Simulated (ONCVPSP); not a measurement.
zinc (Zn): excitation energies, all-electron against ONCV

ONCVPSP 4.0.1 input, shortened (lines: element, Z, core and valence counts, functional; n l f; lmax; l rc ep ncon nbas qcut; lloc lpopt rc5 dvloc0; l nproj debl; icmod fcfact rcfact), PBE, scalar-relativistic:

```
  Zn 30.00    5    3        4      upf
    1    0    2.00
    2    0    2.00
    2    1    6.00
    3    0    2.00
    3    1    6.00
    3    2   10.00
    4    0    1.00
    4    1    1.00
    2
    0    2.00    0.00    3    6    2.60
    1    2.00    0.00    4    7    4.00
    2    1.45    0.00    4    8    9.30
    4    4    1.20   -1.00
    0    2    2.60
    1    2    2.70
    2    3    2.10
    3    1.75    1.20
```

Energies are relative to the spin-unpolarised reference configuration 3d10 4s1 4p1; without spin polarisation the order of configurations can differ from experiment.

Question: Give the all-electron excitation energy and the error of the potential for: 3d10 4s2 4p0; 3d10 4s1 4p0; 3d10 4s0 4p0; 3d9 4s2 4p0.

Answer:

| valence configuration | charge | ΔE all-electron (eV) | error AE − PS (meV) |
| --- | --- | --- | --- |
| 3d10 4s2 4p0 | 0 | -5.087 | +1.9 |
| 3d10 4s1 4p0 | +1 | 4.802 | +0.8 |
| 3d10 4s0 4p0 | +2 | 23.245 | +42 |
| 3d9 4s2 4p0 | +1 | 12.814 | +119 |

Levels in the configuration 3d10 4s2 4p0:

| level | all-electron (eV) | pseudo (eV) |
| --- | --- | --- |
| 3d | -10.140 | -10.099 |
| 4s | -5.979 | -5.986 |

Note: no bound ghost flagged; GHOST(+) flagged for s at 81.7 eV, p at 141.3 eV.
